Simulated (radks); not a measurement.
Task: Isoelectronic series with 13 electrons, each ion in its NIST ground configuration. Calculated with a radial shooting solver on a logarithmic mesh with Libxc functionals: Dirac Kohn-Sham, BLYP, spin-unpolarised, spherical densities, finite nucleus; open shells fill j = l - 1/2 first; Fermi nuclear charge, rms radius of each element as measured or else 0.836 A^(1/3) + 0.57 fm. Total energies (hartree) and orbital eigenvalues (hartree) (* marks an orbital that is empty in some or all of the ions):

ion    configuration  E (hartree)     3p3/2*      3p1/2      3s1/2
Al      [Ne] 3s2 3p1   -242.83610   -0.09382   -0.09443   -0.28018
Ar5+    [Ne] 3s2 3p1   -521.43552   -3.00622   -3.01755   -3.61569
V10+    [Ne] 3s2 3p1   -910.78355   -8.83999   -8.88834   -9.89138
Ni15+   [Ne] 3s2 3p1  -1412.17993  -17.49532  -17.63156  -19.04350
As20+   [Ne] 3s2 3p1  -2027.54381  -28.96378  -29.27230  -31.10121
Sr25+   [Ne] 3s2 3p1  -2759.33082  -43.25354  -43.86220  -46.11920
Cd35+   [Ne] 3s2 3p1  -4584.89585  -80.36514  -82.18941  -85.34764
I40+    [Ne] 3s2 3p1  -5686.72184  -103.2335  -106.1239  -109.7616
Ce45+   [Ne] 3s2 3p1   -6921.2737  -129.0155  -133.4061  -137.5471
Eu50+   [Ne] 3s2 3p1   -8294.7572  -157.7451  -164.1934  -168.8650
Er55+   [Ne] 3s2 3p1   -9814.6412  -189.4610  -198.6745  -203.9086
Ta60+   [Ne] 3s2 3p1  -11489.8319  -224.2061  -237.0762  -242.9088
Pt65+   [Ne] 3s2 3p1  -13331.0570  -262.0277  -279.6728  -286.1441

Estimate the row of Tc30+ ([Ne] 3s2 3p1).

Result: E (hartree) -3610.56209; 3p3/2* -60.38033; 3p1/2 -61.47168; 3s1/2 -64.17078.
